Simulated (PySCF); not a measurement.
**Spin-rotation constants: `C#C[P@](C)(=O)C(F)(F)F`, C$_{4}$H$_{4}$F$_{3}$OP**

Molfile (atoms numbered from 1):
```
C4H4F3OP
     RDKit          3D

 13 12  0  0  0  0  0  0  0  0999 V2000
    2.6429   -0.7528   -0.1433 C   0  0  0  0  0  0  0  0  0  0  0  0
    1.4990   -0.4460   -0.3433 C   0  0  0  0  0  0  0  0  0  0  0  0
   -0.1653    0.0230   -0.7200 P   0  0  2  0  0  5  0  0  0  0  0  0
   -1.2566   -1.1864    0.0924 C   0  0  0  0  0  0  0  0  0  0  0  0
   -0.4547    0.3518   -2.1104 O   0  0  0  0  0  0  0  0  0  0  0  0
   -0.3254    1.5337    0.4010 C   0  0  0  0  0  0  0  0  0  0  0  0
    0.4893    2.5156    0.0173 F   0  0  0  0  0  0  0  0  0  0  0  0
   -1.5792    1.9989    0.3560 F   0  0  0  0  0  0  0  0  0  0  0  0
   -0.0550    1.2714    1.6869 F   0  0  0  0  0  0  0  0  0  0  0  0
    3.6410   -1.0242    0.0505 H   0  0  0  0  0  0  0  0  0  0  0  0
   -1.0059   -1.3102    1.1426 H   0  0  0  0  0  0  0  0  0  0  0  0
   -2.2842   -0.8388   -0.0167 H   0  0  0  0  0  0  0  0  0  0  0  0
   -1.1503   -2.1356   -0.4308 H   0  0  0  0  0  0  0  0  0  0  0  0
  1  2  3  0
  3  2  1  6
  3  4  1  0
  3  5  2  0
  3  6  1  0
  6  7  1  0
  6  8  1  0
  6  9  1  0
  1 10  1  0
  4 11  1  0
  4 12  1  0
  4 13  1  0
M  END
```

The calculation used GIAO B97-2/pcSseg-1 magnetisability, rotational g tensor and spin-rotation constants, non-relativistic, gas phase (PySCF). Geometry: GFN2-xTB.

Task: Give the nuclear spin-rotation constants along the inertial axes (H = +C I·J) beside the isotropic shieldings.

Result: Rotational constants 1.7541, 1.2569, 1.0686 GHz. A star marks the isotopologue with that one atom substituted, in its own axes.
| atom | isotope | Caa (kHz) | Cbb (kHz) | Ccc (kHz) | mean (kHz) | σ (ppm) |
| --- | --- | --- | --- | --- | --- | --- |
| P3 | 31P | 3.044 | 2.031 | 1.297 | 2.124 | 342.7 |
| F7 | 19F | 2.531 | 1.274 | 1.200 | 1.669 | 262.9 |
| F8 | 19F | 1.910 | 1.697 | 1.151 | 1.586 | 266.6 |
| F9 | 19F | 2.630 | 1.369 | 1.084 | 1.695 | 261.5 |
| H10 | 1H | -0.099 | -0.048 | -0.126 | -0.091 | 29.3 |
| H11 | 1H | -0.216 | -0.093 | -0.015 | -0.108 | 30.3 |
| H12 | 1H | -0.096 | -0.047 | -0.118 | -0.087 | 29.8 |
| H13 | 1H | -0.017 | -0.106 | -0.118 | -0.080 | 29.9 |
| C1 | 13C* | 0.410 | 0.234 | 0.383 | 0.342 | 89.6 |
| C2 | 13C* | 0.355 | 0.191 | 0.370 | 0.305 | 108.3 |
| C4 | 13C* | 0.284 | 0.176 | 0.132 | 0.198 | 167.8 |
| O5 | 17O* | -0.125 | -0.206 | -0.171 | -0.168 | 236.6 |
| C6 | 13C* | 0.548 | 0.384 | 0.322 | 0.418 | 56.6 |

For the geometry as given, no vibrational averaging.
